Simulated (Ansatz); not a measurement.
Isolated molecules relaxed with PBE0-D4/def2-TZVP in Ansatz; ΔE leaves out vibrations. CBS: MP2 limit from def2 TZ/QZ plus the TZ coupled-cluster correction, frozen cores. This one scheme is used for every species. Functionals use def2-TZVPP. B3LYP here is the variant with VWN-RPA as its local correlation; programs differ in this. One conformer a species, not always the lowest.

Consider the ligand exchange at the Al–O bond: `[CH3][AlH][O][SiH2][SiH3]` + `[SiH3]N[SiH3]` → `[CH3][AlH][N]([SiH3])[SiH3]` + `O[SiH2][SiH3]`.

`[CH3][AlH][O][SiH2][SiH3]`:

```xyz
14

C    -0.126    1.333   -1.922
Al   -1.688    0.533   -1.089
O    -1.467   -0.420    0.294
Si   -0.596   -1.136    1.469
Si    1.689   -0.632    1.259
H    -0.380    1.925   -2.805
H     0.402    1.987   -1.221
H     0.592    0.564   -2.229
H    -3.178    0.692   -1.591
H    -1.076   -0.680    2.804
H    -0.778   -2.614    1.405
H     2.215   -1.100   -0.055
H     1.915    0.838    1.343
H     2.476   -1.289    2.339
```

`[SiH3]N[SiH3]`:

Cartesian coordinates in Å:
```
Si 0.991 -0.107 1.202
N 0.254 0.536 -0.220
Si -1.075 -0.084 -1.129
H 0.439 -1.468 1.410
H 0.715 0.717 2.412
H 2.470 -0.179 1.048
H 0.615 1.428 -0.531
H -1.362 -1.448 -0.619
H -0.746 -0.145 -2.579
H -2.301 0.751 -0.992
```

`[CH3][AlH][N]([SiH3])[SiH3]`:

Cartesian coordinates in Å:
```
C -2.050 1.474 0.562
Al -0.419 1.262 -0.480
N 0.543 -0.241 -0.242
Si 0.036 -1.425 0.921
Si 1.983 -0.575 -1.149
H -2.619 0.543 0.638
H -2.706 2.236 0.133
H -1.817 1.785 1.586
H 0.133 2.323 -1.516
H 1.142 -2.397 1.142
H -1.162 -2.180 0.462
H -0.304 -0.785 2.221
H 3.185 -0.617 -0.272
H 1.887 -1.892 -1.839
H 2.169 0.490 -2.169
```

`O[SiH2][SiH3]`:

```xyz
9

O    -0.679    0.286    1.936
Si   -0.097   -0.700    0.743
Si    0.153    0.422   -1.304
H    -0.169    1.067    2.154
H     1.221   -1.290    1.122
H    -1.086   -1.799    0.620
H     0.729   -0.499   -2.323
H     1.078    1.579   -1.144
H    -1.151    0.935   -1.804
```

(1) Is it downhill or uphill in electronic energy at CCSD(T)/CBS, and by how much? (Best estimate.)

(2) What do these levels give: B3LYP-D4, ωB97X-V, B2PLYP, B3LYP, HF/CBS(def2), CCSD/CBS(def2)? (Best estimate.)

Largest T1 diagnostic among the species: 0.012.

## Answers

(1) The calculation gave: Uphill: ΔE = +0.60 eV.

(2) Computed: B3LYP-D4 0.66, ωB97X-V 0.63, B2PLYP 0.67, B3LYP 0.71, HF/CBS(def2) 0.81, CCSD/CBS(def2) 0.64 eV.

In def2-TZVPP, CCSD(T) changes the Hartree–Fock value by −0.21 eV (the triples alone add −0.04 eV) and MP2 by −0.21 eV. The D4 term adds −0.05 eV with B3LYP and −0.03 eV with PBE0; it sums over pairs of atoms, weighted by their polarisabilities, and B3LYP, whose exchange is more repulsive, gets the larger term.
